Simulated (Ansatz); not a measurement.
Gas-phase electronic energies from Ansatz, PBE0-D4/def2-TZVP geometries. CCSD(T)/CBS is the MP2 limit (def2-TZVPP, def2-QZVPP) plus CCSD(T) − MP2 in def2-TZVPP, frozen cores. DFT in def2-TZVPP. B3LYP here is the variant with VWN-RPA as its local correlation; programs differ in this. One conformer a species, not always the lowest.

Consider the redistribution: `B[SiH](B)O` + `CBCCF` → `BCCBC` + `B[SiH](O)F`.

`B[SiH](B)O`:

Z-matrix (Å, degrees):
```
Si
B 1 1.997
O 1 1.659 2 111.1
B 1 2.004 2 108.8 3 -129.4
H 1 1.506 2 106.1 3 120.4
H 2 1.196 1 118.4 3 -172.8
H 2 1.195 1 123.4 3 8.5
H 3 0.958 1 117.1 2 -170.6
H 4 1.197 1 118.7 2 -53.9
H 4 1.197 1 123.8 2 126.8
```

`CBCCF`:

Z-matrix (Å, degrees):
```
C
B 1 1.558
H 1 1.094 2 112.3
H 1 1.101 2 105.9 3 -113.6
H 1 1.091 2 116.5 3 127.4
C 2 1.563 1 125.6 3 -142.1
H 2 1.202 1 118.0 3 40.3
C 6 1.503 2 117.7 1 2.0
H 6 1.100 2 107.4 1 -122.6
H 6 1.100 2 107.3 1 126.5
F 8 1.389 6 110.9 2 -179.7
H 8 1.095 6 111.6 2 -60.4
H 8 1.095 6 111.6 2 61.0
```

`BCCBC`:

Z-matrix (Å, degrees):
```
C
C 1 1.552
B 1 1.545 2 99.1
H 1 1.092 2 109.1 3 120.7
H 1 1.092 2 109.1 3 -120.7
B 2 1.566 1 117.7 3 178.5
H 2 1.102 1 111.3 3 -58.8
H 2 1.102 1 111.5 3 55.6
H 3 1.200 1 120.6 2 -86.6
H 3 1.200 1 120.6 2 85.8
C 6 1.553 2 125.1 1 -1.4
H 6 1.204 2 116.1 1 -179.1
H 11 1.091 6 115.5 2 15.7
H 11 1.093 6 112.8 2 143.2
H 11 1.102 6 105.9 2 -102.7
```

`B[SiH](O)F`:

```xyz
8

B     0.503    1.111   -0.643
Si   -0.134   -0.282    0.668
O    -0.195   -1.766   -0.025
F    -1.600    0.197    1.119
H     1.380    1.888   -0.407
H    -0.006    1.176   -1.725
H     0.652   -0.483    1.905
H    -0.600   -1.841   -0.891
```

```json
{"level": "PBE-D4", "ΔE (kJ/mol)": "-216.7", "difference from CCSD(T)/CBS": "27.8"}
{"level": "B3LYP-D4", "ΔE (kJ/mol)": "-231.9", "difference from CCSD(T)/CBS": "12.6"}
{"level": "ωB97X-V", "ΔE (kJ/mol)": "-231.7", "difference from CCSD(T)/CBS": "12.8"}
{"level": "ωB97M-V", "ΔE (kJ/mol)": "-240.2", "difference from CCSD(T)/CBS": "4.3"}
{"level": "B2PLYP", "ΔE (kJ/mol)": "-241.2", "difference from CCSD(T)/CBS": "3.3"}
{"level": "r2SCAN", "ΔE (kJ/mol)": "-232.2", "difference from CCSD(T)/CBS": "12.3"}
{"level": "PBE0", "ΔE (kJ/mol)": "-224.6", "difference from CCSD(T)/CBS": "19.9"}
{"level": "B3LYP", "ΔE (kJ/mol)": "-230.3", "difference from CCSD(T)/CBS": "14.2"}
{"level": "HF/def2-TZVPP", "ΔE (kJ/mol)": "-240.9", "difference from CCSD(T)/CBS": "3.6"}
{"level": "MP2/def2-TZVPP", "ΔE (kJ/mol)": "-258.5", "difference from CCSD(T)/CBS": "-14.0"}
{"level": "SCS-MP2/def2-TZVPP", "ΔE (kJ/mol)": "-251.5", "difference from CCSD(T)/CBS": "-7.0"}
{"level": "CCSD/def2-TZVPP", "ΔE (kJ/mol)": "-240.9", "difference from CCSD(T)/CBS": "3.6"}
{"level": "CCSD(T)/def2-TZVPP", "ΔE (kJ/mol)": "-240.3", "difference from CCSD(T)/CBS": "4.2"}
{"level": "HF/def2-QZVPP", "ΔE (kJ/mol)": "-243.4", "difference from CCSD(T)/CBS": "1.1"}
{"level": "HF/CBS(def2)", "ΔE (kJ/mol)": "-243.8", "difference from CCSD(T)/CBS": "0.7"}
{"level": "MP2/CBS(def2)", "ΔE (kJ/mol)": "-262.6", "difference from CCSD(T)/CBS": "-18.1"}
{"level": "CCSD(T)/CBS", "ΔE (kJ/mol)": "-244.5", "difference from CCSD(T)/CBS": "0"}
```

Largest T1 diagnostic among the species: 0.014.

From PBE to PBE0 (25 % exact exchange), in def2-TZVPP and without D4, ΔE moves by −9.0 kJ/mol.
